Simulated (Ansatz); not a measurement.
Geometry optimisation, RHF/def2-SVP (Ansatz 0.2.0).

Input file:

```yaml
crystal:
  periodic: [false, false, false]
  atoms:
    - { symbol: B, position_ang: [-0.7916, 1.6641, 2.2054] }
    - { symbol: Sn, position_ang: [-1.1674, 0.8984, 0.154] }
    - { symbol: C, position_ang: [0.5726, -0.1416, -0.4983] }
    - { symbol: C, position_ang: [0.9657, -1.2916, 0.4635] }
    - { symbol: C, position_ang: [0.4215, -0.6459, -1.9339] }
    - { symbol: H, position_ang: [0.1895, 1.5423, 2.7409] }
    - { symbol: H, position_ang: [-1.6705, 2.3207, 2.7345] }
    - { symbol: H, position_ang: [-2.4764, -0.194, 0.1631] }
    - { symbol: H, position_ang: [-1.4884, 2.2327, -0.911] }
    - { symbol: H, position_ang: [1.4596, 0.5711, -0.4312] }
    - { symbol: H, position_ang: [1.8053, -1.8348, 0.1773] }
    - { symbol: H, position_ang: [0.062, -2.0109, 0.4896] }
    - { symbol: H, position_ang: [0.9916, -0.8886, 1.4813] }
    - { symbol: H, position_ang: [1.3123, -1.1449, -2.2482] }
    - { symbol: H, position_ang: [-0.4403, -1.3567, -1.9718] }
    - { symbol: H, position_ang: [0.2315, 0.257, -2.5709] }
basis:
  gaussian: { orbitals: def2-SVP }
hamiltonian:
  xc: hf
relax:
  f_tol: 0.015
  max_steps: 40
```

Launched with:

```bash
$ ansatz run input.yaml --threads 2 --pin off --max-ram 3072MiB --backend cpu --events-out ev --progress --plain --runs-dir out
```

Question: Where does it end, and by what steps?

Answer: It converged. After 6 steps the energy has fallen by 0.535 eV; H6 moved furthest, 0.24 Å.

```json
{"step": "0", "energy less start (eV)": "0.0000", "largest force component (eV/Å)": "4.930", "accepted": "yes"}
{"step": "1", "energy less start (eV)": "-0.4336", "largest force component (eV/Å)": "0.904", "accepted": "yes"}
{"step": "2", "energy less start (eV)": "-0.5076", "largest force component (eV/Å)": "0.374", "accepted": "yes"}
{"step": "3", "energy less start (eV)": "-0.5184", "largest force component (eV/Å)": "0.384", "accepted": "yes"}
{"step": "4", "energy less start (eV)": "-0.5135", "largest force component (eV/Å)": "0.402", "accepted": "no"}
{"step": "5", "energy less start (eV)": "-0.5339", "largest force component (eV/Å)": "0.053", "accepted": "yes"}
{"step": "6", "energy less start (eV)": "-0.5346", "largest force component (eV/Å)": "0.010", "accepted": "yes"}
```

```xyz
16
Properties=species:S:1:pos:R:3
B -0.890 1.825 2.300
Sn -1.152 0.929 0.210
C 0.597 -0.187 -0.499
C 0.940 -1.358 0.426
C 0.429 -0.644 -1.951
H 0.115 1.667 2.936
H -1.763 2.479 2.799
H -2.508 -0.133 0.201
H -1.487 2.185 -0.918
H 1.423 0.530 -0.460
H 1.846 -1.871 0.087
H 0.139 -2.102 0.449
H 1.118 -1.034 1.454
H 1.331 -1.155 -2.306
H -0.402 -1.346 -2.059
H 0.242 0.194 -2.626
```

Whether the end is a true minimum wasn't checked by a vibrational analysis.

Time of the run: 11 s on 2 threads of AMD EPYC 9R45 96-Core Processor (Zen 5), on a shared host, peak memory 0.4 GiB.
